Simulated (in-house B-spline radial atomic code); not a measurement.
Total energies of neutral atoms against the large-Z expansion E = -0.768745 Z^(7/3) + Z²/2 - 0.269900 Z^(5/3) hartree (Thomas-Fermi, Scott, and Dirac-Schwinger terms). The Hartree-Fock values are computed with a B-spline radial code for spherical atoms: non-relativistic, point nucleus, average of the ground configuration.

| atom | Thomas-Fermi | three terms | Hartree-Fock | three terms less HF |
| --- | --- | --- | --- | --- |
| Sm | -11695.79 | -10035.92 | -10034.631 | -1.29 |
| Eu | -12140.70 | -10425.41 | -10423.076 | -2.34 |
| Gd | -12595.12 | -10823.50 | ? | ? |
| Tb | -13059.11 | -11230.22 | -11226.301 | -3.92 |
| Dy | -13532.71 | -11645.63 | -11641.230 | -4.40 |
| Ho | -14015.98 | -12069.79 | -12065.135 | -4.65 |
| Er | -14508.97 | -12502.73 | -12498.092 | -4.64 |
| Tm | -15011.71 | -12944.50 | -12940.174 | -4.33 |
| Yb | -15524.27 | -13395.16 | ? | ? |
| Lu | -16046.68 | -13854.75 | -13851.808 | -2.94 |
| Hf | -16578.99 | -14323.32 | -14321.224 | -2.09 |
| Ta | -17121.26 | -14800.90 | -14799.754 | -1.15 |
| W | -17673.52 | -15287.55 | -15287.450 | -0.11 |
| Re | -18235.82 | -15783.32 | -15784.361 | 1.04 |
| Os | -18808.21 | -16288.24 | -16290.540 | 2.30 |

Task: What is the Hartree-Fock energy of Gd?

Result: -10820.127 hartree; the three-term formula lies 3.37 hartree (0.03 %) below it.

Task: What is the Hartree-Fock energy of Yb?

Result: -13391.456 hartree; the three-term formula lies 3.71 hartree (0.03 %) below it.

Task: How good is each level?

Result: Over these atoms Thomas-Fermi alone overbinds by 15.5 to 16.6 %, and the three-term formula is within 0.04 %; what remains oscillates with the shell structure.
